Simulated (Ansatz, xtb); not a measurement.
# Relative energy of two structures of C2H5Ga

We compare a, `C=[CH][GaH2]`, a singlet, with b, a singlet given by its coordinates. Both are isolated molecules in the gas phase, relaxed with PBE0-D4/def2-TZVP; the shapes shown needn't be the lowest conformers.

a (Å):

```json
{"atom": "C", "x (Å)": "-0.8250", "y (Å)": "0.0386", "z (Å)": "-0.2734"}
{"atom": "C", "x (Å)": "-0.5491", "y (Å)": "-0.4678", "z (Å)": "-1.4762"}
{"atom": "Ga", "x (Å)": "0.3703", "y (Å)": "-0.2816", "z (Å)": "1.2334"}
{"atom": "H", "x (Å)": "-1.1919", "y (Å)": "-0.3111", "z (Å)": "-2.3407"}
{"atom": "H", "x (Å)": "0.3404", "y (Å)": "-1.0680", "z (Å)": "-1.6539"}
{"atom": "H", "x (Å)": "0.0784", "y (Å)": "0.2955", "z (Å)": "2.6631"}
{"atom": "H", "x (Å)": "1.6490", "y (Å)": "-1.1506", "z (Å)": "0.9493"}
{"atom": "H", "x (Å)": "-1.7333", "y (Å)": "0.6297", "z (Å)": "-0.1694"}
```

b (Å):

| atom | x (Å) | y (Å) | z (Å) |
| --- | --- | --- | --- |
| C | -1.0649 | 0.9605 | -1.0838 |
| C | 0.6218 | 1.0333 | 2.2146 |
| Ga | -0.3446 | 1.0365 | 0.5413 |
| H | -1.0825 | 1.8330 | -1.7265 |
| H | -1.6970 | 0.1291 | -1.3740 |
| H | 0.9243 | 0.0127 | 2.4589 |
| H | 1.5267 | 1.6367 | 2.1155 |
| H | 0.0173 | 1.4296 | 3.0299 |

Close contacts (Å): C1–Ga3 1.78, C2–Ga3 1.93, C1–H4 1.08, C1–H5 1.08, C2–H6 1.09, C2–H7 1.09, C2–H8 1.09.

Question: Estimate E(b) − E(a) at the level CCSD(T)/def2-TZVP.

Answer: Calculated at CCSD(T)/def2-TZVP: E(b) − E(a) = +0.563 eV, so structure a lies lower.

The same difference at several levels:

```json
{"level": "GFN2-xTB", "geometry": "GFN2-xTB", "E(b) − E(a) (eV)": "+0.629", "departure from the last row (eV)": "+0.066", "job, with rough time for the two": "optimisation, 2 s"}
{"level": "HF/STO-3G", "geometry": "GFN2-xTB", "E(b) − E(a) (eV)": "+1.964", "departure from the last row (eV)": "+1.401", "job, with rough time for the two": "single point, 4.4 s"}
{"level": "r2SCAN-D4/def2-SVP", "geometry": "GFN2-xTB", "E(b) − E(a) (eV)": "+1.008", "departure from the last row (eV)": "+0.445", "job, with rough time for the two": "single point, 9 s"}
{"level": "PBE0-D4/def2-TZVP", "geometry": "PBE0-D4/def2-TZVP", "E(b) − E(a) (eV)": "+0.495", "departure from the last row (eV)": "−0.067", "job, with rough time for the two": "optimisation, 5.6 min"}
{"level": "HF/def2-TZVP", "geometry": "PBE0-D4/def2-TZVP", "E(b) − E(a) (eV)": "+1.069", "departure from the last row (eV)": "+0.506", "job, with rough time for the two": "part of the CCSD(T) run"}
{"level": "MP2/def2-TZVP", "geometry": "PBE0-D4/def2-TZVP", "E(b) − E(a) (eV)": "+0.432", "departure from the last row (eV)": "−0.130", "job, with rough time for the two": "part of the CCSD(T) run"}
{"level": "CCSD(T)/def2-TZVP", "geometry": "PBE0-D4/def2-TZVP", "E(b) − E(a) (eV)": "+0.563", "departure from the last row (eV)": "", "job, with rough time for the two": "single point, 2 min"}
```

None of the levels shown reverses the order. The largest departure from CCSD(T)/def2-TZVP is that of HF/STO-3G, 1.401 eV.

With harmonic frequencies from PBE0-D4/def2-TZVP (ideal gas, rigid rotor, one conformer each, 298.15 K, 1 atm): on the last row, ΔE + ΔZPE = +0.645 eV. A mode under 50 cm⁻¹ makes harmonic enthalpies and free energies unreliable, so none is given.

The correlated steps freeze 11 core orbitals; the filled d shell of Ga is correlated, in a basis made for valence electrons. Programs: Ansatz 0.2.0, xtb 6.7.1; the last row on 2 threads of AMD EPYC (Zen 3) on a shared host.
